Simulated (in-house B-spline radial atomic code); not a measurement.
Results of a calculation; reference values are marked as such.
Hf ion on In atom: potential, deflection and energy transfer

The pair potential comes from two frozen, spherical free-atom densities (PBE, B-spline radial code, scalar-relativistic past argon): electrostatics plus the change in Thomas-Fermi kinetic and Dirac exchange energy where they overlap, the recipe behind the universal ZBL potential, which averages such potentials (from solid-state densities) over many pairs. It is written V = (Z1 Z2 e²/r) φ(r/a), with e² = 14.3996 eV·Å and a = 0.46850 Å/(Z1^0.23 + Z2^0.23); ZBL's fit is φ = 0.18175 e^(−3.1998x) + 0.50986 e^(−0.94229x) + 0.28022 e^(−0.4029x) + 0.02817 e^(−0.20162x). Where φ falls below 4e-4 it is continued as an exponential.

Masses 178.49 and 114.82 u.

```tsv
x = r/a	φ, this pair	φ, ZBL
0.1	0.8827	0.8928
0.25	0.7547	0.7647
0.5	0.602	0.6096
1	0.4088	0.4164
1.5	0.2921	0.2995
2	0.2155	0.2218
3	0.1251	0.1292
4	0.07748	0.08026
5	0.04987	0.05224
6.5	0.02767	0.02914
8	0.01636	0.01705
10	0.008462	0.008778
12	0.004621	0.00474
14.5	0.002308	0.002328
17	0.001217	0.001212
20	0.0006	0.0005882
```

Task: At x = 0.5 the electrostatic, kinetic and exchange parts are 544899.85, 125840.14 and -2072.78 eV. Find r, V and φ.

Result: a = 0.46850/(2.6742 + 2.4476) = 0.09147 Å, so r = 0.04574 Å. V = 544899.85 + 125840.14 + (-2072.78) = 668667.21 eV. The bare repulsion is 72 × 49 × 14.3996/0.04574 = 1.1108e+06 eV, so φ = 0.6020, -1.2 % against ZBL's 0.6096. The kinetic (Pauli) term is 19 % of V here.

Task: The ion comes in at 14.19 keV with impact parameter 0.0457 Å. The scattering integral gives a centre-of-mass angle of 164.2° and a closest approach of 5.012 a. What are the reduced energy, the energy passed on and the laboratory angles?

Result: ε = E a M2/(Z1 Z2 e² (M1 + M2)) = 14190 × 7.0486e-07 = 0.01. The most that one collision can pass on is γE with γ = 4 M1 M2/(M1 + M2)² = 0.9529. Here T = γE sin²(θ/2) = 0.9529 × 14190 × 0.9812 = 13260 eV. The ion turns by arctan(sin θ/(cos θ + M1/M2)) = 24.7°, and the struck atom leaves at (180° − θ)/2 = 7.9°. The closest approach is 0.458 Å. With ZBL the angle would be 164.45° and T = 13270 eV.
